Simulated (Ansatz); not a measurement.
```yaml
crystal:
  periodic: [false, false, false]
  atoms:
    - {symbol: C, position_ang: [-0.671598, 0.809413, 0.399543]}
    - {symbol: C, position_ang: [-0.115119, -0.327718, 1.252597]}
    - {symbol: O, position_ang: [1.022939, -0.866526, 0.590880]}
    - {symbol: Si, position_ang: [0.892237, -0.657229, -1.044970]}
    - {symbol: N, position_ang: [-0.497641, 0.354776, -0.973290]}
    - {symbol: H, position_ang: [-1.727144, 0.976479, 0.637146]}
    - {symbol: H, position_ang: [-0.125391, 1.740313, 0.610269]}
    - {symbol: H, position_ang: [-0.871154, -1.112904, 1.371893]}
    - {symbol: H, position_ang: [0.187320, 0.019463, 2.242785]}
    - {symbol: H, position_ang: [2.145302, -0.051533, -1.575911]}
    - {symbol: H, position_ang: [0.649734, -1.923087, -1.785445]}
    - {symbol: H, position_ang: [-0.812484, 0.983354, -1.691500]}
basis:
  gaussian: {orbitals: STO-3G, final_grid: {core_spheres: 5, valence_spheres: 4, degree: 11}}
hamiltonian: {xc: {name: HF}}
correlation: {method: mp2, frozen_orbitals: {C: 0}}
accuracy: high
output: {forces: true}
```

```sh
$ ansatz run in.yaml --threads 4 --pin off --events-out ev --progress --plain --max-ram 10444MiB
```

Shortened log:

```
Functional definition: HF
Error: "frozen_orbitals" has no count for O
```

(1) Something in this input is off. What?

Answers

(1) Frozen orbitals are typed for one element alone, and the program wants a count for each. The program refused the input.
